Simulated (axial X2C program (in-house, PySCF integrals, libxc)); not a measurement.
Spin–orbit effects down a group: molecules with C (ions), PBE0

Computed with an in-house relativistic program for diatomic molecules, spin-free (one-electron X2C) or two-component (2c: spin–orbit coupling with atomic mean-field Coulomb and Gaunt terms, which also bring small scalar terms), in Dyall basis sets with cores contracted in-house; open shells are unrestricted.

Basis sets: As dyall-acv3z, C dyall-av3z, N dyall-av3z, P dyall-av3z.

```tsv
molecule	spin-free state	Re (Å)	ωe (cm⁻¹)	De (eV)	2c state	Re 2c (Å)	ωe 2c (cm⁻¹)	De 2c (eV)
CN⁻	M_S = 0, Λ = 0	1.171	2148.4	10.20	Ω = 0	1.171	2148.4	10.21
PC⁻	M_S = 0, Λ = 0	1.598	1219.3	6.62	Ω = 0	1.598	1219.2	6.62
AsC⁻	M_S = 0, Λ = 0	1.702	1017.4	5.66	Ω = 0	1.702	1016.3	5.65
```

**Question.** Work out the shifts from the spin-free to the two-component result.

**Answer.** 

```tsv
molecule	2c state	ΔRe (Å)	Δωe (cm⁻¹)	ΔDe (eV)
CN⁻	Ω = 0	0.000	0.0	0.01
PC⁻	Ω = 0	0.000	-0.1	0.00
AsC⁻	Ω = 0	0.000	-1.1	-0.01
```

Shifts of one unit in the last digit are rounding.

Fragments in 2c: N + C-, P + C-, As + C-. Each entry is the lowest single determinant of a limited PBE0 search at one distance. De goes to single-determinant-based atoms at the same level (for ions the charge split of lowest energy) and is withheld (n/a) where an atom does not fit its ground term or J level. Main or longest-lived isotopes. The functionals have no current term, which raises determinants with orbital currents.
